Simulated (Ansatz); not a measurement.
Basis-set extrapolation for CClFNSi (`N#C[Si](F)Cl`) radical (PBE0-D4/def2-TZVP geometry, frozen core, Ansatz). Multiplicity 2, UHF reference.

|  | def2-TZVPP | def2-QZVPP |
| --- | --- | --- |
| HF | -940.373525 | -940.403863 |
| MP2 correlation | -0.853738 | -0.927719 |
| CCSD(T) correlation | -0.912856 | not run |

Energies in hartree. Use E(X) = E(∞) + A·exp(−7.88·√X) for Hartree–Fock and E(X) = E(∞) + B·X^(−2.97) for correlation, with X = 3 and 4, and add CCSD(T) minus MP2 of the smaller set to the MP2 limit.

Problem. What is the CCSD(T) energy at the basis-set limit?

Solution. HF limit: -940.403863 + (-0.030338) × 0.13774 = -940.40804. MP2 limit: -0.927719 + (-0.073981) × 0.74074 = -0.98252. Higher-order term: -0.912856 − (-0.853738) = -0.05912. Total: -941.44968 hartree, 102.5 kcal/mol below CCSD(T)/def2-TZVPP.
